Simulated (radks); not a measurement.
The numbers below are computed, except where a source is named.
Valence configurations of Gd I (all share [Xe]). Level of theory: Dirac Kohn-Sham, LDA (Slater exchange, Perdew-Wang correlation), spin-unpolarised, spherical densities, finite nucleus; open shells fill j = l - 1/2 first; Fermi nuclear charge, rms radius 5.1569 fm (a radial shooting solver on a logarithmic mesh with Libxc functionals). Energies are relative to 4f7 5d1 6s2; eigenvalues in eV.

valence          E (eV)  e(4f5/2)  e(4f7/2)  e(5d3/2)  e(6p1/2)  e(6s1/2)
4f7 5d1 6s2       0.000    -9.034    -8.279    -2.799         -    -4.241
4f6 5d2 6s2       8.120   -15.544         -    -3.848         -    -4.526
4f8 5d1 6s1      -0.898    -2.326    -1.632    -1.169         -    -3.490
4f7.5 5d1 6s1.5  -1.189    -5.354    -4.629    -1.857         -    -3.827
4f8 6s2          -3.124    -3.335    -2.638         -         -    -3.805
4f5 5d3 6s2      22.866   -22.774         -    -4.874         -    -4.727
4f7 5d1 6s1 6p1   2.741   -10.174    -9.419    -3.710    -2.091    -4.900
4f7.5 6s1.5 6p1  -0.226    -8.112    -7.384         -    -2.162    -4.978
4f7 5d2 6s1       1.658    -7.537    -6.784    -1.944         -    -3.787
4f7 6s1 6p2       4.993   -13.264   -12.506         -    -2.824    -6.039

NIST lists [Xe] 4f7 5d1 6s2 as the ground configuration; this level of theory puts 4f8 6s2 lower, by 3.124 eV. The energies are those of spherical spin-averaged densities, not of single terms.
